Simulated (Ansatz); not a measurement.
Ansatz (a first-principles code) job for H7NSi2, SMILES [SiH3]N[SiH3] (connectivity only; charge and spin as stated), charge -1, multiplicity 2, CAM-B3LYP/def2-SVPD. Geometry: PBE0-D3(BJ)/def2-SVPD. The multiplicity is an assumed one; other spin states were not compared.

Ansatz 0.2 input:
```yaml
crystal:
  periodic: [false, false, false]
  atoms:
    - {symbol: Si, position_ang: [1.59363958, -0.27929077, 0.20135584]}
    - {symbol: N, position_ang: [-0.13831321, -0.42482216, -0.58042692]}
    - {symbol: Si, position_ang: [-1.50398383, 0.45156141, -0.02191657]}
    - {symbol: H, position_ang: [3.09147736, 0.19233131, 0.45090752]}
    - {symbol: H, position_ang: [1.02666714, 0.54402098, 1.36200594]}
    - {symbol: H, position_ang: [1.75994806, -1.67610535, 0.77772527]}
    - {symbol: H, position_ang: [-0.16502662, -0.76778880, -1.53405924]}
    - {symbol: H, position_ang: [-2.00943387, 0.01586697, 1.32920713]}
    - {symbol: H, position_ang: [-2.68354207, 0.31135539, -0.95878561]}
    - {symbol: H, position_ang: [-1.30707812, 1.94228565, 0.12383772]}
basis:
  gaussian:
    orbitals: def2-SVPD
hamiltonian:
  xc: {name: CAM-B3LYP}
total_charge: -1
magnetization: {spin_polarized: true, initial_magnetization: 1}
```

Log of the run:

```
WARN ansatz: RAYON_NUM_THREADS=1 ignored (pool sized by the plan → 1); use --threads N
Functional definition: CAM-B3LYP
integrals: 0.06 GiB planned
1097 factors; their error is unknown
integrals: 0.09 GiB planned
530 factors; integrals over basis functions are off by at most 6.4e-6 eV
mean field: 0.87 GiB planned
mean field evaluation 1: about -17350.9599 eV, gradient 1.6e1 eV
mean field evaluation 2: about -17351.1045 eV, gradient 1.7e1 eV
mean field evaluation 4: about -17352.3384 eV, gradient 5.9e-1 eV
mean field evaluation 8: about -17352.4358 eV, gradient 1.3e-1 eV
mean field evaluation 16: about -17352.4361 eV, gradient 1.9e-4 eV
mean field -17352.43607838 eV, -637.6902639768 hartree, gradient 2.3e-5 eV, S^2 0.754227; 0 other end points of the search recorded, 0 dependent functions left out
reference -17352.43622694 eV, -637.6902694363 hartree; 22, 21 occupied and 102, 103 virtual orbitals, 1097 factors
Total energy: -17352.43622694 eV, -637.6902694363 hartree
```

Self-consistency was reached.

Cost: about 5 core-seconds (a rough figure).
